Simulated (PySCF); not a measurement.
# Polarisability and C₆ of Se (selenium, neutral)

[Ar] 3d10 4s2 4p4, high-spin 3P determinant. Computed with PySCF 2.14 in x2c-QZVPPall with one added diffuse shell each of s, p, d, f type (12s9p6d5f1g, 113 functions), with scalar relativity by spin-free X2C-1e. Coupled (time-dependent) response in atomic units; α is the mean over directions.

```
method  mean α (bohr³)         α xx, yy, zz  C₆ (like pair)  S(−4)
   UHF           25.12  23.49, 28.37, 23.49           208.7  162.8
   PBE           27.65  25.52, 31.92, 25.52           233.0  221.2
  PBE0           26.39  24.49, 30.18, 24.49           220.4  191.5
```

S(−4) is the Cauchy moment in α(ω) = α(0) + S(−4) ω² + …

Reference α: 28.9 ± 1 bohr³ (recommended; Schwerdtfeger and Nagle, table of static dipole polarizabilities (2023 update)). Published C₆: 210.0 (Chu and Dalgarno (2004); Tang, Norbeck and Certain (1976)).

Spin-orbit coupling is absent.

α(iu) at UHF:

| u (hartree) | α(iu) (bohr³) |
| --- | --- |
| 0 | 25.12 |
| 0.0500 | 24.72 |
| 0.100 | 23.62 |
| 0.200 | 20.24 |
| 0.300 | 16.60 |
| 0.500 | 10.96 |
| 0.750 | 6.868 |
| 1.00 | 4.641 |
| 1.50 | 2.533 |
| 2.00 | 1.625 |
| 3.00 | 0.8770 |
| 5.00 | 0.4158 |

A single London oscillator, α(iu) = α/(1 + u²/ω²), gives C₆ = (3/4) ω α². Matching the computed C₆ needs ω = 4 × 208.7 / (3 × 25.12²) = 0.441 hartree.

The components differ because the open shell of this determinant is not spherical; for a pure term their mean is the scalar polarisability.
